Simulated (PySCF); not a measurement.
# Which determinant of ZnN⁺ lies lowest?

Unrestricted PBE0; PySCF, spin-free X2C with a Gaussian nucleus, basis sets Zn x2c-SVPall, N x2c-SVPall. Outer shells of the fragments: Zn+ 3d10 4s1; N 2s2 2p3.

Followed along the bond (rough minima from three points):

```csv
2Ms+1,unpaired,⟨S²⟩ at the start,R at minimum (Å),Te (eV)
3,π ↑↑,2.21,1.99,0.00
1,π ↑↓,1.00,1.93,0.74
5,"σ ↑↑, π ↑↑",6.00,none in the scan,≤ 1.33
```

Solutions found at the starting distance of 1.945 Å, counted from the lowest of them; the search is not exhaustive and high or unbound solutions are not listed, so other states can lie among these:

| 2Ms+1 | unpaired | term | E (eV) | ⟨S²⟩ | ⟨Lz²⟩ | μ (D) |
| --- | --- | --- | --- | --- | --- | --- |
| 3 | π ↑↑ | ³Σ⁻ | 0.00 | 2.21 | 0.00 | -2.32 |
| 1 | π ↑↓ | mixed | 0.73 | 1.00 | 2.01 | -2.90 |
| 5 | σ ↑↑, π ↑↑ | ⁵Σ⁻ | 1.65 | 6.00 | 0.00 | 1.35 |
| 1 | none | mixed | 2.54 | 0.00 | 2.00 | -3.02 |
| 3 | σ ↑, π ↑ | ³Π | 2.83 | 2.01 | 1.01 | -4.14 |
| 3 | σ ↑↑, π ↑↓ | mixed | 2.95 | 3.01 | 2.01 | 1.24 |

A term symbol is given only where ⟨S²⟩ and ⟨Lz²⟩ are close to those of a pure state; real π, δ and φ orbitals otherwise mix terms. A positive dipole points towards N; it is taken about the centre of mass and depends on that origin.

Counting both spins, an empty level lies below a filled one in some of these solutions, because spin and occupation are held.
